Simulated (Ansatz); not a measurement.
`C[Si](F)(Cl)N=C=O` + H–F → `C[Si](F)(F)Cl` + `N=C=O` at 600 K and 1 bar (ligand exchange at the Si–N bond).

Program: Ansatz. Geometries: PBE0-D4/def2-TZVP. ΔE: electronic, gas phase. CCSD(T)/CBS is the MP2 limit (def2-TZVPP, def2-QZVPP) plus CCSD(T) − MP2 in def2-TZVPP, frozen cores. This one scheme is used for every species. Each species was taken in one conformer, which may not be the lowest.

```json
{"species": "`C[Si](F)(Cl)N=C=O`", "CCSD(T)/CBS energy (Eh)": "-1056.62222", "H − E (kJ/mol)": "217.4", "S (J/(mol·K))": "499.8"}
{"species": "H–F", "CCSD(T)/CBS energy (Eh)": "-100.39570", "H − E (kJ/mol)": "42.3", "S (J/(mol·K))": "194.0"}
{"species": "`C[Si](F)(F)Cl`", "CCSD(T)/CBS energy (Eh)": "-988.51588", "H − E (kJ/mol)": "172.4", "S (J/(mol·K))": "415.4"}
{"species": "`N=C=O`", "CCSD(T)/CBS energy (Eh)": "-168.51995", "H − E (kJ/mol)": "83.3", "S (J/(mol·K))": "274.5"}
```

H − E and S are ideal-gas, rigid-rotor, harmonic terms from PBE0-D4/def2-TZVP, for one conformer and one mirror image of each species. 1 Eh = 2625.50 kJ/mol, R = 8.31446 J/(mol·K).

**Question.** By hand: ΔE, ΔH, ΔS and ΔG.

**Answer.** ΔE = (-988.51588) + (-168.51995) − (-1056.62222) − (-100.39570) = -0.01791 Eh = -47.0 kJ/mol. Δ(H − E) = 172.4 + 83.3 − 217.4 − 42.3 = -4.0, so ΔH = -51.0 kJ/mol. ΔS = 415.4 + 274.5 − 499.8 − 194.0 = -3.9 J/(mol·K). ΔG = -51.0 − 600 × (-3.9)/1000 = -48.7 kJ/mol.

**Question.** By hand: the equilibrium constant, and the temperature at which ΔG would vanish if ΔH and ΔS stayed fixed.

**Answer.** log₁₀ K = −ΔG/(RT ln 10) = 4.2. ΔG = 0 at ΔH/ΔS = 13077 K, far beyond where these terms or the molecules hold.

The number of gas molecules stays the same, so ΔS is small and ΔH decides. A doubt of 5 kJ/mol in ΔE shifts log₁₀ K by 0.4 here. Other conformers and mirror images would add mixing entropy, several J/(mol·K) or more a flexible species. Modes under 60 cm⁻¹, often nearly free rotors, make the harmonic entropy too high. These are equilibria of isolated gas molecules and say nothing of rates. Largest T1 diagnostic: 0.018 (customary marks: 0.02 for closed shells, 0.045 for open ones).
